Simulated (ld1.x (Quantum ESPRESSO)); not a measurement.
**What one change does to a pseudopotential (Kr (Z = 36), TM)**

krypton, norm-conserving Troullier–Martins (Kleinman–Bylander form), made with ld1.x (Quantum ESPRESSO) 7.5 (PBE, scalar-relativistic). Core [Ar] 3d10, reference 4s2 4p6. Waves: 4s (bound): rc 1.05 bohr; 4p (bound): rc 1.45 bohr; 4d channel at -0.15 Ry: rc 1.45 bohr. Local part: the d channel. Core correction: a·sin(br)/r model core inside 0.85 bohr.

All-electron outer shells of the reference configuration (PBE, scalar-relativistic, ld1.x):

```csv
shell,level (eV),outermost node (bohr),outermost maximum (bohr)
3p,-195.19,0.20,0.46
3d,-81.40,–,0.41
4s,-23.05,0.64,1.34
4p,-9.25,0.67,1.55
```

Change: all radii but the core radius scaled by about 0.95 (s 1.00, p 1.38, d 1.38 bohr).

Cutoffs: the cutoffs (Ry, on a coarse ladder) from which the occupation-weighted sum of valence levels, in a spherical-Bessel basis at the reference potential, stays within 10 and 1 mRy of its value at 400 Ry; they do not see the model core or the augmentation charge, which bear on the density cutoff. Errors are all-electron minus pseudo energies relative to the spin-unpolarised reference configuration.

Task: How do hardness, ghosts and transferability respond?

Result: Both files keep a bound ghost (p); of the 6 tests that both files solve, the error grows in 0 and shrinks in 5 by more than 15 % and 0.3 meV (median size 26.0 → 23.1 meV). Less of the atom is replaced, so other configurations are described better.

```tsv
quantity	base	changed
cutoff, loose	120 Ry	120 Ry
cutoff, tight	230 Ry	over 300 Ry
loose cutoff by channel (10 mRy a level)	s 70 Ry, p 25 Ry	s 80 Ry, p 25 Ry
bound ghosts	p	p
error for 4s2 4p5, meV [ΔE 14.29 eV]	-5.9	-4.5
error for 4s2 4p4, meV [ΔE 39.46 eV]	-25	-18
error for 4s2 4p3, meV [ΔE 76.54 eV]	-64	-48
error for 4s2 4p2, meV [ΔE 126.35 eV]	-131	-103
error for 4s1 4p6, meV [ΔE 28.80 eV]	-27	-28
error for 4s2 4p5.5, meV [ΔE 5.86 eV]	-1.8	-1.5
```

 A true bound ghost makes a file unfit for plane-wave use even where its test errors are small: the radial tests pick states by their node count and pass the ghost by.
